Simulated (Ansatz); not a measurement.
Species: CH$_{4}$FSi, charge -1, multiplicity 1. It need not be the lowest isomer of its formula. Whether it binds its extra electron was not tested at this geometry. SMILES: C[SiH-]F
Geometry: optimised at B3LYP-D3(BJ)/def2-TZVP (Ansatz, an electronic-structure program).

Parts of the frozen-core correlation energy in cc-pV(Q+d)Z (Ansatz, hartree). Frozen orbitals: 7; correlated occupied orbitals by spin: 10 and 10; virtual: 277 and 277. Spin-orbit coupling is left out. Non-relativistic.

```json
[
 {"term": "reference (HF)", "value": "-428.68199"},
 {"term": "MP2 opposite-spin", "value": "[?]"},
 {"term": "MP2 same-spin", "value": "-0.13656"},
 {"term": "CCSD correlation", "value": "[?]"},
 {"term": "(T)", "value": "[?]"},
 {"term": "T1 diagnostic", "value": "0.012"},
 {"term": "largest doubles amplitude", "value": "0.030"}
]
```

**Question.** Complete the blanks.

**Answer.** 
- MP2 opposite-spin, value: -0.47828
- CCSD correlation, value: -0.63902
- (T), value: -0.02357
